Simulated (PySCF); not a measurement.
Cl2H5NSi2, SMILES Cl[SiH](Cl)[SiH2]N.

Coordinates come from a PBE-D3(BJ)/def2-SVP optimisation. This is a generated structure with no PubChem entry under its InChIKey; it may be hypothetical. Other conformers were not sampled.

These are PySCF with PBE-D3(BJ)/def2-SVP values and carry that method's errors.

Frequencies are harmonic and unscaled.

```json
[
 {"mode": "1", "ν (cm⁻¹)": "39", "IR (km/mol)": "0.1", "moving atoms (share of kinetic energy)": "N 44 %, Cl 38 %, H 16 %"},
 {"mode": "2", "ν (cm⁻¹)": "78", "IR (km/mol)": "7.2", "moving atoms (share of kinetic energy)": "N 47 %, Cl 31 %, H 14 %"},
 {"mode": "3", "ν (cm⁻¹)": "100", "IR (km/mol)": "5.1", "moving atoms (share of kinetic energy)": "Si 37 %, Cl 32 %, H 30 %"},
 {"mode": "4", "ν (cm⁻¹)": "163", "IR (km/mol)": "4.4", "moving atoms (share of kinetic energy)": "Cl 72 %, Si 23 %"},
 {"mode": "5", "ν (cm⁻¹)": "203", "IR (km/mol)": "31.5", "moving atoms (share of kinetic energy)": "H 95 %"},
 {"mode": "6", "ν (cm⁻¹)": "253", "IR (km/mol)": "4.6", "moving atoms (share of kinetic energy)": "Si 58 %, Cl 22 %, H 10 %, N 10 %"},
 {"mode": "7", "ν (cm⁻¹)": "389", "IR (km/mol)": "10.6", "moving atoms (share of kinetic energy)": "Si 74 %, Cl 13 %, H 11 %"},
 {"mode": "8", "ν (cm⁻¹)": "455", "IR (km/mol)": "32.0", "moving atoms (share of kinetic energy)": "H 76 %, Si 17 %"},
 {"mode": "9", "ν (cm⁻¹)": "511", "IR (km/mol)": "50.6", "moving atoms (share of kinetic energy)": "Si 53 %, Cl 37 %, H 9 %"},
 {"mode": "10", "ν (cm⁻¹)": "531", "IR (km/mol)": "268.5", "moving atoms (share of kinetic energy)": "H 72 %, N 25 %"},
 {"mode": "11", "ν (cm⁻¹)": "547", "IR (km/mol)": "65.6", "moving atoms (share of kinetic energy)": "Si 56 %, Cl 36 %, H 9 %"},
 {"mode": "12", "ν (cm⁻¹)": "675", "IR (km/mol)": "1.5", "moving atoms (share of kinetic energy)": "H 100 %"},
 {"mode": "13", "ν (cm⁻¹)": "717", "IR (km/mol)": "157.9", "moving atoms (share of kinetic energy)": "H 85 %, Si 13 %"},
 {"mode": "14", "ν (cm⁻¹)": "760", "IR (km/mol)": "78.7", "moving atoms (share of kinetic energy)": "H 91 %"},
 {"mode": "15", "ν (cm⁻¹)": "808", "IR (km/mol)": "41.5", "moving atoms (share of kinetic energy)": "H 61 %, N 31 %"},
 {"mode": "16", "ν (cm⁻¹)": "816", "IR (km/mol)": "139.8", "moving atoms (share of kinetic energy)": "H 49 %, Si 32 %, N 19 %"},
 {"mode": "17", "ν (cm⁻¹)": "871", "IR (km/mol)": "78.7", "moving atoms (share of kinetic energy)": "H 87 %, Si 10 %"},
 {"mode": "18", "ν (cm⁻¹)": "909", "IR (km/mol)": "25.5", "moving atoms (share of kinetic energy)": "H 82 %, N 14 %"},
 {"mode": "19", "ν (cm⁻¹)": "1508", "IR (km/mol)": "24.0", "moving atoms (share of kinetic energy)": "H 91 %, N 9 %"},
 {"mode": "20", "ν (cm⁻¹)": "2154", "IR (km/mol)": "112.2", "moving atoms (share of kinetic energy)": "H 97 %"},
 {"mode": "21", "ν (cm⁻¹)": "2165", "IR (km/mol)": "104.7", "moving atoms (share of kinetic energy)": "H 97 %"},
 {"mode": "22", "ν (cm⁻¹)": "2177", "IR (km/mol)": "93.6", "moving atoms (share of kinetic energy)": "H 96 %"},
 {"mode": "23", "ν (cm⁻¹)": "3454", "IR (km/mol)": "23.2", "moving atoms (share of kinetic energy)": "H 96 %"},
 {"mode": "24", "ν (cm⁻¹)": "3544", "IR (km/mol)": "21.6", "moving atoms (share of kinetic energy)": "H 92 %, N 8 %"}
]
```
